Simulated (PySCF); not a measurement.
CH₅N₃OSi. Atoms are numbered in the order given.

```xyz
11

N      2.5368     0.6554     1.4430
C      1.7832     0.2490     0.6561
O      0.9759    -0.1946    -0.2253
Si    -0.7463    -0.2983    -0.0157
N     -1.5720     1.1833     0.0201
N     -1.1354    -1.1522    -1.4328
H     -0.8936    -0.9085     1.3300
H     -1.7407     1.6762     0.8886
H     -1.6308     1.7883    -0.7908
H     -2.0949    -1.2849    -1.7248
H     -0.5035    -1.8366    -1.8297
```

Geometry optimised at PBE0-D3(BJ)/def2-SVP. This is a generated structure with no PubChem entry under its InChIKey; it may be hypothetical. The values are those of a single conformer.

Calculation: TDA-LC-ωPBE/def2-SVPD (PySCF).

Vertical excitations. Isolated molecule, no solvent.

| state | energy (eV) | λ (nm) | f | main pairs |
|---|---|---|---|---|
| S1 | 7.68 | 161 | 0.050 | HOMO−1→LUMO 62 %, HOMO−1→LUMO+1 21 % |
| S2 | 7.80 | 159 | 0.007 | HOMO→LUMO+7 17 %, HOMO→LUMO+10 10 %, HOMO→LUMO+1 10 %, HOMO→LUMO+6 7 % |
| S3 | 7.94 | 156 | 0.056 | HOMO→LUMO 20 %, HOMO−3→LUMO 15 %, HOMO−2→LUMO 10 %, HOMO→LUMO+1 7 % |
| S4 | 8.10 | 153 | 0.008 | HOMO→LUMO+2 41 %, HOMO−2→LUMO 11 %, HOMO−2→LUMO+1 6 % |
| S5 | 8.30 | 149 | 0.010 | HOMO−2→LUMO+2 17 %, HOMO→LUMO+8 12 %, HOMO−3→LUMO 7 %, HOMO→LUMO+10 7 % |
| S6 | 8.41 | 148 | 0.006 | HOMO−2→LUMO+2 19 %, HOMO−2→LUMO+8 12 %, HOMO→LUMO+2 8 %, HOMO−2→LUMO+7 8 % |
| S7 | 8.50 | 146 | 0.001 | HOMO−2→LUMO+8 30 %, HOMO−2→LUMO+10 16 %, HOMO−3→LUMO+8 16 %, HOMO→LUMO+8 6 % |
| S8 | 8.58 | 145 | 0.013 | HOMO−1→LUMO+2 50 %, HOMO−1→LUMO+4 26 % |
| S9 | 9.05 | 137 | 0.020 | HOMO→LUMO+1 20 %, HOMO−3→LUMO+1 14 %, HOMO→LUMO 11 %, HOMO−2→LUMO+1 11 % |
| S10 | 9.22 | 134 | 0.040 | HOMO−1→LUMO+1 14 %, HOMO−1→LUMO+6 13 %, HOMO−1→LUMO+4 10 %, HOMO−3→LUMO+3 5 % |
| T1 | 6.56 | 189 | 0 | HOMO→LUMO+8 20 %, HOMO−2→LUMO+7 13 %, HOMO−2→LUMO+10 12 %, HOMO−3→LUMO+8 7 % |
| T2 | 7.06 | 176 | 0 | HOMO→LUMO+7 18 %, HOMO−2→LUMO+10 9 %, HOMO→LUMO+8 9 %, HOMO−3→LUMO+8 8 % |
| T3 | 7.14 | 174 | 0 | HOMO−1→LUMO 22 %, HOMO→LUMO+8 13 %, HOMO−1→LUMO+1 9 %, HOMO−2→LUMO+8 8 % |
| T4 | 7.15 | 173 | 0 | HOMO−1→LUMO 30 %, HOMO−1→LUMO+1 17 %, HOMO→LUMO+8 9 %, HOMO→LUMO+10 6 % |
Triplets are in the Tamm–Dancoff approximation.
